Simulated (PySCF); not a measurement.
1,1,1-trichloroethane (C2H3Cl3), SMILES CC(Cl)(Cl)Cl. Heavy atoms are numbered as in [CH3:1][C:2]([Cl:3])([Cl:4])[Cl:5]. Hydrogens are named by the atom that carries them.

Coordinates come from a ωB97X-D3(BJ)/def2-SVP optimisation.

Method: PySCF with KT2/pcSseg-1.

GIAO shieldings, no solvent; atoms alike by connectivity are averaged. δ = σ(ref) − σ: ¹³C against TMS (σ = 185.1 ppm); ³⁵Cl against HCl (σ = 945.4 ppm); ¹H against TMS (σ = 31.47 ppm), references at their B3LYP-D3(BJ)/def2-TZVP geometries, non-relativistic (without spin–orbit terms, shifts of atoms bonded to Cl or Br come out too high).

Problem. Estimate the chemical shifts. (An estimate is asked for; the answer gives what the named calculation found.)

Solution. 
```tsv
nucleus	atoms	count	δ (ppm)
¹³C	C2	1	124.1
¹³C	C1 (CH3)	1	53.7
³⁵Cl	Cl3	3	513.1
¹H	H on C1	3	2.86
```
